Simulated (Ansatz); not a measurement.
`[OH][SnH]([Cl])[Br]` → `[Cl][Sn][Br]` + H₂O at 400 K and 1 bar (stannylene formation by 1,1-elimination).

Program: Ansatz. Geometries: PBE0-D4/def2-TZVP. ΔE: electronic, gas phase. CCSD(T)/CBS is the MP2 limit (def2-TZVPP, def2-QZVPP) plus CCSD(T) − MP2 in def2-TZVPP, frozen cores. This one scheme is used for every species. def2 core potentials past Kr. For Br, Sn outer-core shells are correlated without core-valence functions, which leaves a few kJ/mol of doubt a bond. Scalar relativity is left out up to krypton. One conformer a species, not always the lowest.

```json
{"species": "`[OH][SnH]([Cl])[Br]`", "CCSD(T)/CBS energy (Eh)": "-3323.61080", "H − E (kJ/mol)": "88.7", "S (J/(mol·K))": "396.1"}
{"species": "`[Cl][Sn][Br]`", "CCSD(T)/CBS energy (Eh)": "-3247.23683", "H − E (kJ/mol)": "24.0", "S (J/(mol·K))": "339.6"}
{"species": "H₂O", "CCSD(T)/CBS energy (Eh)": "-76.37941", "H − E (kJ/mol)": "69.8", "S (J/(mol·K))": "198.6"}
```

H − E and S are ideal-gas, rigid-rotor, harmonic terms from PBE0-D4/def2-TZVP, for one conformer and one mirror image of each species. 1 Eh = 2625.50 kJ/mol, R = 8.31446 J/(mol·K).

By hand: ΔE, ΔH, ΔS and ΔG.

ΔE = (-3247.23683) + (-76.37941) − (-3323.61080) = -0.00544 Eh = -14.3 kJ/mol. Δ(H − E) = 24.0 + 69.8 − 88.7 = 5.1, so ΔH = -9.2 kJ/mol. ΔS = 339.6 + 198.6 − 396.1 = 142.1 J/(mol·K). ΔG = -9.2 − 400 × (142.1)/1000 = -66.0 kJ/mol.

By hand: the equilibrium constant, and the temperature at which ΔG would vanish if ΔH and ΔS stayed fixed.

log₁₀ K = −ΔG/(RT ln 10) = 8.6. ΔH and −TΔS have one sign here, so there is no such temperature.

The number of gas molecules changes by +1, which sets the sign of ΔS. A doubt of 5 kJ/mol in ΔE shifts log₁₀ K by 0.7 here. Other conformers and mirror images would add mixing entropy, several J/(mol·K) or more a flexible species. These are equilibria of isolated gas molecules and say nothing of rates. Largest T1 diagnostic: 0.012 (customary marks: 0.02 for closed shells, 0.045 for open ones).
